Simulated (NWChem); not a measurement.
System: C3H9F3Si2; SMILES C[Si](C)(C)[Si](F)(F)F

Results from NWChem. Pople sets run with spherical d functions. Each level has its own optimisation. One conformer.

| level | r C–Si (Å) | r C–H (Å) | r Si–Si (Å) | r F–Si (Å) | dipole (D) |
|---|---|---|---|---|---|
| Hartree-Fock/6-31G* | 1.892 | 1.087 | 2.338 | 1.586 | 3.41 |
| B3LYP/3-21G | 1.909 | 1.096 | 2.309 | 1.639 | 4.34 |
| B3LYP/6-31G* | 1.893 | 1.096 | 2.335 | 1.608 | 3.44 |
